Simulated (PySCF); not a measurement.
C2H5O, SMILES [CH2]CO, multiplicity 2.

Geometry optimised at B3LYP-D3(BJ)/def2-TZVP. The isomer is the one that the SMILES or the coordinates give; other isomers of the formula were not compared. The values are those of a single conformer.

These are B3LYP-D3(BJ)/def2-TZVP (PySCF 2.14.0) values and carry that method's errors.

No scaling factor is applied to the harmonic values.

Computed vibrational spectrum:
| mode | ν (cm⁻¹) | IR (km/mol) | moving atoms (share of kinetic energy) |
|---|---|---|---|
| 1 | 190 | 3.1 | H 93 % |
| 2 | 334 | 110.8 | H 91 % |
| 3 | 428 | 17.5 | H 41 %, C 30 %, O 30 % |
| 4 | 546 | 50.0 | H 72 %, C 25 % |
| 5 | 830 | 1.3 | H 73 %, C 20 % |
| 6 | 949 | 63.2 | C 45 %, H 31 %, O 25 % |
| 7 | 1084 | 49.5 | C 62 %, H 21 %, O 17 % |
| 8 | 1122 | 1.2 | C 49 %, H 48 % |
| 9 | 1180 | 25.8 | H 93 % |
| 10 | 1358 | 7.3 | H 83 %, C 12 % |
| 11 | 1398 | 31.7 | H 81 %, C 16 % |
| 12 | 1455 | 5.7 | H 82 %, C 18 % |
| 13 | 1483 | 2.5 | H 93 % |
| 14 | 2970 | 42.0 | H 95 % |
| 15 | 2987 | 36.6 | H 91 %, C 9 % |
| 16 | 3144 | 6.8 | H 96 % |
| 17 | 3250 | 8.5 | H 89 %, C 11 % |
| 18 | 3785 | 19.7 | H 94 % |
